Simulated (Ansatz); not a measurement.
[GeMe3]- (C₃H₉Ge⁻), relaxed as a singlet with RKS B3LYP-D4/def2-SVPD in Ansatz, starting from the GFN2-xTB geometry. Force threshold 0.02 eV/Å.

The highest occupied level of the charge -1 singlet lies above zero (up to 0.20 eV). By energy differences its removal costs 1.74 eV (vertical, to the charge 0 doublet, at B2PLYP/def2-TZVPD).

Start:

```xyz
13

Ge    0.584    0.238   -0.995
C    -1.171    1.197   -0.475
H    -1.033    2.280   -0.413
H    -1.567    0.867    0.485
H    -1.953    1.026   -1.221
C     1.423    0.479    0.878
H     0.746    0.198    1.685
H     1.720    1.517    1.053
H     2.327   -0.126    0.992
C    -0.162   -1.638   -0.556
H     0.637   -2.385   -0.510
H    -0.863   -1.979   -1.322
H    -0.687   -1.672    0.399
```

Problem. Estimate the energy that the relaxation releases and the steps that it takes.

Solution. 0.9 kcal/mol, in 3 steps; 15 s on 2 threads of Arm Neoverse V1 on a shared host. No frequencies were taken in this run, so the end may be a saddle point.

Problem. Does the start keep its bonding and symmetry?

Solution. By distances, no bond broke or formed. The bond that changes most is C6–H7, from 1.09 to 1.11 Å (atoms count from 1). Point group C3v at the start, C3v at the end, both within 0.05 Å; within 0.015 Å the end is C3.

Problem. Predict the relaxed structure.

Solution. 
| atom | x (Å) | y (Å) | z (Å) |
| --- | --- | --- | --- |
| Ge1 | 0.571 | 0.231 | -0.972 |
| C2 | -1.184 | 1.209 | -0.481 |
| H3 | -1.026 | 2.299 | -0.412 |
| H4 | -1.578 | 0.860 | 0.494 |
| H5 | -1.962 | 1.032 | -1.244 |
| C6 | 1.438 | 0.486 | 0.888 |
| H7 | 0.738 | 0.205 | 1.699 |
| H8 | 1.734 | 1.538 | 1.046 |
| H9 | 2.345 | -0.134 | 0.993 |
| C10 | -0.164 | -1.658 | -0.562 |
| H11 | 0.653 | -2.401 | -0.524 |
| H12 | -0.875 | -1.986 | -1.339 |
| H13 | -0.690 | -1.681 | 0.412 |
Bond lengths: 3 × C–Ge 2.07 Å; 9 × C–H 1.10 to 1.11 Å.
